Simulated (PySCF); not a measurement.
H₇NOSi₂, SMILES N[SiH2]O[SiH3].

Geometry optimised at B3LYP-D3(BJ)/def2-SVP. The values are those of a single conformer.

Level of theory: TDA-PBE0/def2-SVPD (PySCF 2.14.0).

Vertical excitations. Gas-phase values at a fixed geometry.

Computed UV-visible absorptions:
```json
[
 {"state": "S1", "energy (eV)": "6.65", "λ (nm)": "186", "f": "0.067", "main pairs": "HOMO→LUMO 82 %, HOMO→LUMO+1 13 %"},
 {"state": "S2", "energy (eV)": "7.16", "λ (nm)": "173", "f": "0.004", "main pairs": "HOMO−1→LUMO 89 %"},
 {"state": "S3", "energy (eV)": "7.27", "λ (nm)": "171", "f": "0.030", "main pairs": "HOMO→LUMO+1 77 %, HOMO→LUMO 14 %"},
 {"state": "S4", "energy (eV)": "7.67", "λ (nm)": "162", "f": "0.040", "main pairs": "HOMO−1→LUMO+1 87 %"},
 {"state": "S5", "energy (eV)": "7.83", "λ (nm)": "158", "f": "0.024", "main pairs": "HOMO−2→LUMO 74 %, HOMO−2→LUMO+1 14 %"},
 {"state": "S6", "energy (eV)": "7.90", "λ (nm)": "157", "f": "0.019", "main pairs": "HOMO→LUMO+2 57 %, HOMO→LUMO+3 28 %"},
 {"state": "S7", "energy (eV)": "8.14", "λ (nm)": "152", "f": "0.000", "main pairs": "HOMO→LUMO+3 65 %, HOMO→LUMO+2 22 %"},
 {"state": "S8", "energy (eV)": "8.24", "λ (nm)": "150", "f": "0.002", "main pairs": "HOMO→LUMO+5 84 %"},
 {"state": "S9", "energy (eV)": "8.26", "λ (nm)": "150", "f": "0.011", "main pairs": "HOMO→LUMO+4 84 %"},
 {"state": "S10", "energy (eV)": "8.33", "λ (nm)": "149", "f": "0.017", "main pairs": "HOMO→LUMO+7 56 %, HOMO−1→LUMO+2 14 %, HOMO−3→LUMO 9 %"},
 {"state": "T1", "energy (eV)": "6.23", "λ (nm)": "199", "f": "0", "main pairs": "HOMO→LUMO 82 %"},
 {"state": "T2", "energy (eV)": "6.81", "λ (nm)": "182", "f": "0", "main pairs": "HOMO→LUMO+1 70 %, HOMO→LUMO 11 %"},
 {"state": "T3", "energy (eV)": "6.85", "λ (nm)": "181", "f": "0", "main pairs": "HOMO−1→LUMO 75 %, HOMO−1→LUMO+1 19 %"},
 {"state": "T4", "energy (eV)": "7.36", "λ (nm)": "168", "f": "0", "main pairs": "HOMO−2→LUMO 50 %, HOMO−2→LUMO+1 19 %, HOMO−1→LUMO+1 12 %"}
]
```
Triplets are in the Tamm–Dancoff approximation.
